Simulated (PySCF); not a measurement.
**Vibration and rotation of CaB**

ROHF-CCSD(T) constants of CaB, doublet, unpaired electrons π ↑ (PySCF, no relativity, basis sets Ca def2-SVP, B def2-SVP; masses 39.9626 and 11.0093 u):

- ωe: 292.0 cm⁻¹
- ωexe: 4.88 cm⁻¹
- Be: 0.26336 cm⁻¹
- αe: 0.00422 cm⁻¹
- D (centrifugal): 8.57e-07 cm⁻¹
- De to Ca + B: 0.452 eV

Question: Give the vibrational terms G(v) and spacings up to v = 6.

Answer: G(v) = ωe(v+½) − ωexe(v+½)².

```
v  G(v) (cm⁻¹)  G(v) − G(v−1)  Bv (cm⁻¹)
0          145                    0.2612
1          427            282     0.2570
2          700            272     0.2528
3          962            263     0.2486
4         1215            253     0.2444
5         1458            243     0.2401
6         1692            233     0.2359
```

Question: How well does the Morse estimate ωe²/(4ωexe) reproduce De, and what is D0?

Answer: It gives 0.542 eV, 120 % of the computed De. D0 = De − G(0) = 0.452 − 0.018 = 0.434 eV.

Correlated steps freeze 6 core orbitals. Correlated levels converge slowly with the basis: in double zeta they bind strong bonds too weakly, by up to about 1 eV, and carry superposition errors of some tenths. The CCSD T1 diagnostic is raised, a sign that a single reference may not be enough here. The state was picked by a PBE0 search and need not be the measured ground state.
